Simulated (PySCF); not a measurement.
Al(F)(Br)(OMe) (CH₃AlBrFO), SMILES [O]([Al]([F])[Br])C.

The structure is a stationary point at B3LYP-D3(BJ)/def2-SVP. The structure was generated by enumeration; whether it is a known compound was not checked. Other conformers were not sampled.

Two levels are set side by side: TDDFT-PBE/def2-SVPD (PySCF) and TDDFT-LC-ωPBE/def2-SVPD (PySCF). Vertical, same geometry. The lowest singlet is HOMO→LUMO 100 % with PBE and HOMO→LUMO 79 % with the other functional; states are paired by order. Differences are taken from unrounded values.

| quantity | TDDFT-LC-ωPBE |
|---|---|
| lowest singlet excitation (eV) | 6.96 |
| lowest triplet excitation (TDA) (eV) | 6.63 |
| first bright state (f over 0.05) (eV) | 7.44 |
| its oscillator strength | 0.08 |

Q: What does TDDFT-PBE give, and how far is it from TDDFT-LC-ωPBE? (An estimate is asked for; the answer gives what the named calculation found.)

A: 
```tsv
quantity	TDDFT-PBE	TDDFT-PBE minus TDDFT-LC-ωPBE
lowest singlet excitation (eV)	5.18	-1.77
lowest triplet excitation (TDA) (eV)	4.96	-1.67
first bright state (f over 0.05) (eV)	6.44	-1.00
its oscillator strength	0.09	0.01
```

Functionals without exact exchange tend to place singlet excitations lower, as here. Differences between two approximate levels are no errors against the true value.

Rough cost on one machine, each run with all the roots and properties that it gave: TDDFT-LC-ωPBE against TDDFT-PBE about 6 times.
